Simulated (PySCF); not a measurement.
## Correlation energy of B (boron, neutral)

[He] 2s1 2p1 3d1, one real determinant (an excited configuration). Computed with PySCF 2.14 in aug-cc-pCVTZ-DK with one added diffuse shell each of s, p, d, f type (8s7p5d3f, 75 functions), with scalar relativity by spin-free X2C-1e. Frozen: 1s2; 3 electrons correlated.

| level | correlation energy (mhartree) |
| --- | --- |
| CCSD | -7.12 |
| (T) | -0.05 |
| CCSD(T) | -7.17 |

Diagnostics: T1 = 0.014, D1 = 0.0340, largest double amplitude 0.034.

The real determinant used has ⟨L²⟩ near 8 against 12 for a pure F term, so it mixes terms. The outer electron is Rydberg-like, and this basis confines it to a smaller radius and binds it less than a complete one would.

Cost of the coupled-cluster step: of the order of 7 core-seconds, for 3 correlated electrons.

The reference is one real determinant that mixes LS terms of this configuration.
